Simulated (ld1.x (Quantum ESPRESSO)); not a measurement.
## What the settings do to the TM potential of tellurium

Base potential:

Te, norm-conserving Troullier–Martins (Kleinman–Bylander form), made with ld1.x (Quantum ESPRESSO) 7.5 (PBE, scalar-relativistic). Core [Kr], reference 4d10 5s2 5p2 (charge +2). Waves: 5s (bound): rc 1.40 bohr; 5p (bound): rc 1.75 bohr; 4d (bound): rc 1.00 bohr. Local part: all-electron potential smoothed inside 1.10 bohr (lloc = -1). Core correction: none.

All-electron outer shells of the reference configuration (PBE, scalar-relativistic, ld1.x):

| shell | level (eV) | outermost node (bohr) | outermost maximum (bohr) |
| --- | --- | --- | --- |
| 4p | -133.82 | 0.38 | 0.74 |
| 4d | -60.99 | 0.36 | 0.81 |
| 5s | -32.71 | 0.91 | 1.75 |
| 5p | -22.30 | 0.99 | 2.04 |

Cutoffs, loose and tight: the cutoffs (Ry, on a coarse ladder) from which the occupation-weighted sum of valence levels, in a spherical-Bessel basis at the reference potential, stays within 10 and 1 mRy of its value at 400 Ry. They do not see the model core or the augmentation charge, which bear on the density cutoff. Test errors are all-electron minus pseudo excitation energies from the reference, over the configurations 4d10 5s2 5p4; 4d10 5s2 5p3; 4d10 5s2 5p1; 4d10 5s2 5p0; 4d9 5s2 5p5; 4d10 5s1 5p5; 4d9 5s2 5p4. A dash means not determined; rows that change the core or the reference have their own tests.

A true bound ghost makes a file unfit for plane-wave use even where its test errors are small: the radial tests pick states by their node count and pass the ghost by.

Cutoffs are not given where the Bessel-basis levels miss the radial ones by over 6 mRy, ghosts where they miss by over 20 mRy; a channel whose overlap is not positive is not tested.

| change | outcome | cutoff, loose | cutoff, tight | bound ghosts | largest test error (meV) |
| --- | --- | --- | --- | --- | --- |
| base | generated | 120 Ry | 200 Ry | s, p | -370 |
| wave 4d (bound): rc 1.00 bohr becomes 4d (bound): rc 0.64 bohr | generated | – | – | s, p | -358 |
| wave 4d (bound): rc 1.00 bohr becomes 4d (bound): rc 0.74 bohr | generated | 300 Ry | over 300 Ry | s, p | -366 |
| wave 4d (bound): rc 1.00 bohr becomes 4d (bound): rc 0.84 bohr | generated | 180 Ry | over 300 Ry | s, p | -369 |
| wave 4d (bound): rc 1.00 bohr becomes 4d (bound): rc 0.92 bohr | generated | 140 Ry | 180 Ry | s, p | -370 |
| wave 4d (bound): rc 1.00 bohr becomes 4d (bound): rc 1.04 bohr | generated | 120 Ry | 200 Ry | s, p | -370 |
| wave 4d (bound): rc 1.00 bohr becomes 4d (bound): rc 1.14 bohr | generated | 120 Ry | 200 Ry | s, p | -369 |
| wave 4d (bound): rc 1.00 bohr becomes 4d (bound): rc 1.20 bohr | generated | 110 Ry | 200 Ry | s, p | -368 |
| wave 4d (bound): rc 1.00 bohr becomes 4d (bound): rc 1.34 bohr | generated | 110 Ry | 180 Ry | s, p | -362 |
| wave 4d (bound): rc 1.00 bohr becomes 4d (bound): rc 1.42 bohr | generated | 100 Ry | 180 Ry | s, p | -355 |
| wave 4d (bound): rc 1.00 bohr becomes 4d (bound): rc 1.50 bohr | generated | 100 Ry | 180 Ry | s, p | -346 |

Reading the sweep of the d radius (base included, trends over the rows without a ghost): Bound ghosts are found at 0.64, 0.74, 0.84, 0.92, 1, 1.04, 1.14, 1.2, 1.34, 1.42, 1.5 bohr. Every judged row has one, so this setting neither creates nor removes them.
